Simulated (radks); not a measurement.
Species: B I. Configuration: [He] 2s2 2p1. Method: Dirac Kohn-Sham, PBE, spin-unpolarised, spherical densities, finite nucleus; open shells fill j = l - 1/2 first; Fermi nuclear charge, rms radius 2.406 fm; computed with a radial shooting solver on a logarithmic mesh with Libxc functionals.

Unscreened Slater integrals over Kohn-Sham orbitals (hartree). Large and small components are both included. Empty in this configuration: 2p3/2.

integral,value
"F0(2p1/2,2p1/2)",0.40409
"F0(2p1/2,2s1/2)",0.43238
"G1(2p1/2,2s1/2)",0.26508
"F0(2p1/2,1s1/2)",0.59033
"G1(2p1/2,1s1/2)",0.045776
"F0(2p1/2,2p3/2)",0.40400
"G2(2p1/2,2p3/2)",0.17992
"F0(2s1/2,2s1/2)",0.46640
"F0(2s1/2,1s1/2)",0.66132
"G0(2s1/2,1s1/2)",0.044089
"F0(2s1/2,2p3/2)",0.43228
"G1(2s1/2,2p3/2)",0.26502
"F0(1s1/2,1s1/2)",2.8690
"F0(1s1/2,2p3/2)",0.59002
"G1(1s1/2,2p3/2)",0.045725
"F0(2p3/2,2p3/2)",0.40391
"F2(2p3/2,2p3/2)",0.17990
